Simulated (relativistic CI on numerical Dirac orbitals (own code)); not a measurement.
**Fe+: resonant inelastic scattering at the L2,3 edge**

Computed with this model: Dirac-Coulomb-Breit CI, separate exchange-only KLI orbitals for each configuration, model QED (radiative potential, 1s self-energy scaled to tabulated hydrogen-like ionisation energies), valence Slater integrals scaled by 0.8, Kramers-Heisenberg scattering through one core-hole configuration in a parametric crystal field; configurations [Ar] 3d7 → [He] 2s2 2p5 3s2 3p6 3d8; 10 K; core-hole width 0.6 eV; summed over polarisations. Incident energies are the highest absorption maxima for each field (at most a few, so the weaker spin-orbit partner edge can be absent), on the computed scale of the free ion. Intensities are in per cent of the strongest line above 0.02 eV; levels within 1 cm⁻¹ are merged; final levels count from the ground level, the first row holds all elastic scattering, lines under 0.4 are left out and each table stops after 24 rows. The scale of the Slater integrals is a model choice and moves the terms in proportion. The configuration is assumed, with all valence electrons in the open shell; the free ion's ground configuration is another.

Field parameters in Wybourne normalisation: Td as Oh with Dq negative (B⁴₀ = 21Dq, B⁴₄ = √(5/14) B⁴₀). The field is a parameter set, without covalency.

S is read from ⟨S²⟩ = S(S + 1).

Td, 10Dq = -1050 cm⁻¹:

```
Final level (eV)  Degeneracy  Irrep     S  707.3 eV  708.1 eV  708.9 eV
           0.000           4     Γ8  1.50     271.9     340.2     236.4
           0.116           4     Γ8  1.50      63.3      54.4     100.0
           0.132           2     Γ6  1.50      16.2      30.2      25.5
           0.161           4     Γ8  1.50      40.8      22.3      74.2
           0.164           2     Γ7  1.50      10.6      23.2      19.4
           0.208           2     Γ6  1.50      10.7      25.1      28.5
           0.249           4     Γ8  1.50      19.7      41.1      41.3
           0.289           2     Γ7  1.50       7.5      32.2       5.8
           0.305           4     Γ8  1.50       8.1      18.9      17.0
           1.655           4     Γ8  0.51       5.8      36.3      22.2
           1.658           2     Γ6  0.50       1.8      15.2      10.3
           1.708           4     Γ8  0.55       9.5      35.8      21.3
           1.723           2     Γ7  1.50       6.1      42.1       3.1
           1.723           4     Γ8  1.48       7.0      32.4      15.2
           1.730           2     Γ6  0.51       0.4       3.4       7.3
           1.734           4     Γ8  0.62       5.0      32.1      31.7
           1.745           4     Γ8  1.40       3.6      16.7      20.7
           1.770           2     Γ6  1.49       1.1       5.2      18.7
           1.776           2     Γ7  0.50       0.3       0.8       6.3
           2.151           4     Γ8  0.52       2.3       8.7       2.0
           2.186           2     Γ7  0.50       2.1       9.2       1.0
           2.211           2     Γ6  0.51       0.5       3.0       1.9
           2.216           4     Γ8  0.50       5.1      11.9       5.8
           2.267           4     Γ8  0.51       1.3       7.7       2.4
```

Td, 10Dq = -2400 cm⁻¹:

| Final level (eV) | Degeneracy | Irrep | S | 707.6 eV | 708.2 eV | 720.8 eV |
| --- | --- | --- | --- | --- | --- | --- |
| 0.000 | 4 | Γ8 | 1.50 | 359.9 | 436.6 | 84.9 |
| 0.283 | 4 | Γ8 | 1.50 | 73.2 | 100.0 | 44.1 |
| 0.294 | 2 | Γ6 | 1.50 | 21.3 | 57.1 | 10.6 |
| 0.316 | 4 | Γ8 | 1.50 | 69.7 | 59.7 | 18.5 |
| 0.324 | 2 | Γ7 | 1.50 | 29.0 | 20.3 | 28.7 |
| 0.485 | 2 | Γ6 | 1.50 | 13.7 | 36.4 | 11.5 |
| 0.522 | 4 | Γ8 | 1.50 | 31.8 | 53.0 | 18.6 |
| 0.569 | 2 | Γ7 | 1.50 | 16.9 | 46.7 | 13.3 |
| 0.578 | 4 | Γ8 | 1.50 | 25.6 | 38.2 | 33.8 |
| 1.723 | 4 | Γ8 | 0.50 | 10.0 | 33.9 | 83.7 |
| 1.754 | 2 | Γ6 | 0.50 | 3.8 | 16.4 | 11.8 |
| 1.799 | 4 | Γ8 | 0.51 | 5.3 | 21.8 | 29.2 |
| 1.874 | 2 | Γ6 | 0.51 | 0.9 | 3.6 | 6.5 |
| 1.918 | 4 | Γ8 | 1.05 | 23.8 | 55.6 | 35.1 |
| 1.922 | 2 | Γ7 | 1.49 | 13.9 | 45.6 | 15.5 |
| 1.925 | 4 | Γ8 | 1.11 | 10.8 | 29.5 | 74.5 |
| 1.942 | 4 | Γ8 | 1.47 | 6.8 | 30.8 | 17.8 |
| 1.967 | 2 | Γ7 | 0.52 | 2.8 | 5.9 | 3.5 |
| 1.969 | 2 | Γ6 | 1.49 | 4.0 | 12.3 | 3.6 |
| 2.271 | 4 | Γ8 | 0.53 | 5.7 | 10.5 | 28.5 |
| 2.291 | 2 | Γ7 | 0.50 | 7.1 | 13.7 | 37.0 |
| 2.330 | 4 | Γ8 | 0.50 | 8.5 | 12.4 | 15.9 |
| 2.334 | 2 | Γ6 | 0.51 | 1.0 | 5.4 | 5.2 |
| 2.458 | 4 | Γ8 | 0.50 | 4.2 | 8.3 | 12.3 |

For the first field the strongest loss at the lowest incident energy is the level at 0.12 eV (S = 1.50, against 1.50 in the thermal ground state). Levels of other spin, the first over 8 % at 1.66 eV, appear because spin-orbit coupling of the core hole, and in heavier ions of the valence shell too, mixes spins.
